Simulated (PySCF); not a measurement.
A compound of formula C16H15FO has these computed shifts in ppm, with the number of atoms in brackets (GIAO PBE0/pcSseg-2, gas phase, PySCF SCF with an in-house response code, fitting set def2-universal-JFIT up to Ne and JKFIT beyond, grid level 2, non-relativistic, geometry: PBE0-D3(BJ)/def2-SVP; 13C, 1H against isolated TMS; 19F against isolated CFCl3; 17O against isolated H2O).

13C: 172.5 (1), 169.4 (1), 154.3 (1), 142.1 (1), 139.3 (1), 138.1 (2), 133.7 (1), 131.2 (1), 130.3 (1), 121.7 (1), 121.7 (2), 120.7 (1), 65.6 (1), 17.0 (1)
1H: 8.05 (1), 7.80 (2), 7.50 (1), 7.46 (1), 7.38 (1), 7.11 (2), 6.18 (1), 5.53 (1), 3.85 (2), 1.45 (3)
17O: 130.2 (1)
19F: -124.2 (1)

Which structure gave them?

C=Cc1ccc(-c2ccc(OCC)cc2)cc1F. Other isomers were not compared.
